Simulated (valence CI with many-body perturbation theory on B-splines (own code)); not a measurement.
# Ir LXXII: one-electron terms

Calculated by configuration interaction combined with many-body perturbation theory (CI+MBPT): four valence electrons over a frozen Dirac-Fock core [He], a basis of 11 s, 11 p, 10 d, 8 f, 5 g, 2 h functions for each j, with the one-electron correlation potential Σ1 (screened to all orders), the two-electron term Σ2, the three-electron term Σ3, Breit, model QED; selected single and double excitations, second order for the rest, scaled by the run's own slope (own B-spline code, finite nucleus).

The last digits are not significant, and no measured levels were compared; by estimate large intervals hold to a few tenths of a per cent, small ones and those within an open d or f shell to about a per cent. Among the levels kept, up to 1400 cm⁻¹ of a level comes from second order outside the variational space, and about a tenth of that is noise between levels of different J, which matters for small intervals.

These are the spectroscopic orbitals of the CI (the correlating ones are not listed), shaped by the core and the other valence electrons. h is the expectation value of the core's Dirac-Fock operator, without the valence repulsion; Σ1 is computed up to l = 3 at one energy for each symmetry, that of its lowest orbital but kept below the first core excitation, so for empty shells it is not the orbital's own correlation shift; Breit and QED include the response of the core.

| Orbital | h (hartree) | Σ1 (cm⁻¹) | Breit (cm⁻¹) | QED (cm⁻¹) | ⟨r⟩ (bohr) |
| --- | --- | --- | --- | --- | --- |
| 2s1/2 | -793.58 | -1653 | 144928 | 182043 | 0.07057 |
| 3s1/2 | -343.2 | -423 | 39786 | 52279 | 0.1660 |
| 4s1/2 | -189.4 | -167 | 15634 | 21309 | 0.3035 |
| 5s1/2 | -119.65 | -82.7 | 7774 | 10676 | 0.4826 |
| 6s1/2 | -82.318 | -46.8 | 4412 | 6084 | 0.7034 |
| 7s1/2 | -60.058 | -29.1 | 2742 | 3790 | 0.9655 |
| 2p1/2 | -785.82 | -4664 | 292582 | 10990 | 0.05789 |
| 3p1/2 | -341.04 | -1081 | 76917 | 2188 | 0.1542 |
| 4p1/2 | -188.52 | -418 | 30072 | 832 | 0.2924 |
| 5p1/2 | -119.21 | -205 | 14889 | 406 | 0.4723 |
| 6p1/2 | -82.065 | -115 | 8434 | 229 | 0.6938 |
| 7p1/2 | -59.901 | -71.5 | 5236 | 142 | 0.9567 |
| 2p3/2 | -718.74 | -2619 | 91655 | 26769 | 0.06551 |
| 3p3/2 | -321.08 | -614 | 25720 | 7075 | 0.1651 |
| 4p3/2 | -180.17 | -239 | 12913 | 2866 | 0.3069 |
| 5p3/2 | -114.97 | -118 | 6504 | 1438 | 0.4904 |
| 6p3/2 | -79.629 | -66.9 | 3725 | 822 | 0.7156 |
| 7p3/2 | -58.375 | -41.6 | 2331 | 514 | 0.9818 |
| 3d3/2 | -320.34 | -281 | 2752 | -239 | 0.1390 |
| 4d3/2 | -179.86 | -123 | 1519 | 16.3 | 0.2814 |
| 5d3/2 | -114.81 | -63.6 | 735 | 31.8 | 0.4655 |
| 6d3/2 | -79.538 | -37.0 | 445 | 25.1 | 0.6912 |
| 7d3/2 | -58.318 | -23.4 | 287 | 18.3 | 0.9582 |
| 3d5/2 | -314.86 | -231 | 884 | 2171 | 0.1426 |
| 4d5/2 | -177.53 | -100 | 489 | 1021 | 0.2858 |
| 5d5/2 | -113.62 | -51.6 | 227 | 544 | 0.4708 |
| 6d5/2 | -78.848 | -30.0 | 138 | 321 | 0.6976 |
| 7d5/2 | -57.884 | -18.9 | 89.3 | 204 | 0.9655 |
| 4f5/2 | -177.46 | -21.7 | 16.0 | -270 | 0.2455 |
| 5f5/2 | -113.58 | -12.4 | 13.2 | -130 | 0.4307 |
| 6f5/2 | -78.827 | -7.6 | 8.1 | -72.4 | 0.6577 |
| 7f5/2 | -57.871 | -4.9 | 5.7 | -44.5 | 0.9262 |
| 4f7/2 | -176.34 | -20.0 | 4.8 | 253 | 0.2478 |
| 5f7/2 | -113.01 | -11.4 | 4.0 | 139 | 0.4334 |
| 6f7/2 | -78.495 | -6.9 | 2.3 | 83.0 | 0.6609 |
| 7f7/2 | -57.662 | -4.5 | 1.6 | 53.3 | 0.9297 |
| 5g7/2 | -113 |  | 0.1 | -88.2 | 0.3782 |
| 6g7/2 | -78.489 |  | 0.1 | -51.0 | 0.6057 |
| 7g7/2 | -57.658 |  | 0.1 | -32.0 | 0.8748 |
| 5g9/2 | -112.66 |  | 0.0 | 70.7 | 0.3800 |
| 6g9/2 | -78.292 |  | 0.0 | 41.3 | 0.6077 |
| 7g9/2 | -57.534 |  | 0.0 | 26.2 | 0.8770 |
| 6h9/2 | -78.292 |  |  |  | 0.5383 |
| 6h11/2 | -78.162 |  |  |  | 0.5397 |

Among the shells of the start configuration 2s2 2p2, Σ1 is largest in size for 2p1/2, where it is 0.0027 % of h.

Lowest root of each symmetry, sizes in configuration state functions:

| J | Parity | Roots | Reference | Variational | Second order | Change by selected CI (cm⁻¹) | Change by second order (cm⁻¹) |
| --- | --- | --- | --- | --- | --- | --- | --- |
| 0 | even | 20 | 53 | 29733 | 36337 | -27417 | 0 |
| 1 | even | 36 | 124 | 31998 | 144961 | -22494 | -202 |
| 2 | even | 36 | 150 | 31992 | 261487 | -23923 | -377 |
| 3 | even | 24 | 123 | 31989 | 290415 | -20591 | -455 |
| 4 | even | 10 | 83 | 31996 | 194812 | -21536 | -305 |
| 5 | even | 3 | 46 | 28527 | 63620 | -19654 | -14 |
| 0 | odd | 15 | 49 | 27464 | 23683 | -27039 | -1 |
| 1 | odd | 36 | 127 | 32000 | 168663 | -31240 | -203 |
| 2 | odd | 35 | 147 | 31990 | 270966 | -25390 | -378 |
| 3 | odd | 20 | 122 | 31999 | 233352 | -22639 | -418 |
| 4 | odd | 7 | 82 | 31981 | 156911 | -21019 | -141 |
| 5 | odd | 1 | 45 | 17263 | 66062 | -27491 | -11 |
